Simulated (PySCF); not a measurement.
# A small calculation by hand: chemical shift, span and skew from a shielding tensor

(E)-1-chloro-3,3-difluoroprop-1-ene (C₃H₃ClF₂), SMILES FC(F)/C=C/Cl. Atoms are numbered in the order given.

```xyz
9

F     -1.9146    -1.5166     0.5855
C     -1.3420    -0.3066     0.8408
F     -2.0090     0.6340     0.1202
C      0.1108    -0.3446     0.4763
C      0.6501     0.5202    -0.3823
Cl     2.3248     0.5078    -0.8213
H     -1.5006    -0.0864     1.9132
H      0.7091    -1.1214     0.9596
H      0.0679     1.3032    -0.8713
```
Charge 0, spin multiplicity 1.

The structure is a stationary point at B3LYP-D3(BJ)/def2-SVP. Other conformers were not sampled.

GIAO shieldings from KT2/pcSseg-1 (PySCF), non-relativistic, no solvent. The symmetric part of the tensor of C2 has the principal values 45.6, 67.9, 85.3 ppm. The same nucleus in TMS has σ = 185.1 ppm at this level (PySCF, at its B3LYP-D3(BJ)/def2-TZVP geometry). Without spin–orbit terms, shifts of atoms bonded to Cl or Br come out too high.

Task: Work out the isotropic shielding, the ¹³C shift against TMS, the span and the skew.

Result: 
σ(iso) = (σ11 + σ22 + σ33)/3 = 66.3 ppm. δ = σ(ref) − σ(iso) = 185.1 − (66.3) = 118.8 ppm.
Span Ω = σ33 − σ11 = 39.7 ppm. Skew κ = 3(σ(iso) − σ22)/Ω = -0.12. Tumbling in solution averages the tensor to δ; in a static solid the shielding alone would spread this spin-1/2 line over Ω.
